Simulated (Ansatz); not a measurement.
Ca2O, relaxed as a singlet with RKS PBE0-D4/def2-TZVP in Ansatz, starting from the GFN2-xTB geometry. Force threshold 0.02 eV/Å.

The structure comes from a short search, and lower isomers may exist.

Start:

Cartesian coordinates in Å:
```
Ca 0.957 -1.164 -0.927
Ca -1.154 1.190 0.617
O 0.197 -0.026 0.310
```

| step | energy (eV) | largest force component (eV/Å) | SCF passes |
| --- | --- | --- | --- |
| 1 | -38913.0251 | 2.727 | 29 |
| 2 | -38913.3164 | 0.810 | 33 |
| 3 | -38913.3882 | 0.230 | 33 |
| 4 | -38913.4184 | 0.595 | 38 |
| 5 | -38913.4435 | 0.254 | 32 |
| 6 | -38913.4470 | 0.002 | 33 |

Force components are those of the run's own axes.

End:

```xyz
3

Ca    0.815   -1.093   -1.028
Ca   -1.191    1.143    0.438
O     0.376   -0.050    0.591
```

By distances, no bond broke or formed. The bond that changes most is Ca2–O3, from 1.84 to 1.98 Å (atoms count from 1). The end is the same structure that another start reached, the lowest one found.

No frequencies were taken in this run, so the end may be a saddle point.

It took 7.5 s on 4 threads of Arm Neoverse V2 on a shared host.
